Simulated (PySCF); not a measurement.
# Electron correlation in C+ (carbon, charge +1)

[He] 2s2 2p1, 2P determinant. Computed with PySCF 2.14 in aug-cc-pV5Z (7s6p5d4f3g2h, 127 functions), with the non-relativistic Hamiltonian (point nucleus). Frozen: 1s2; 3 electrons correlated.

MP2 pair energies summed by pair of shells (mhartree):

| pair | energy | share (%) |
| --- | --- | --- |
| 2s-2s | -31.49 | 56.1 |
| 2s-2p | -24.65 | 43.9 |

Total MP2 correlation energy: -56.15 mhartree.

Same-spin part -3.86 and opposite-spin part -52.29 mhartree; SCS-MP2 scales them by 1/3 and 6/5 to -64.03 mhartree.
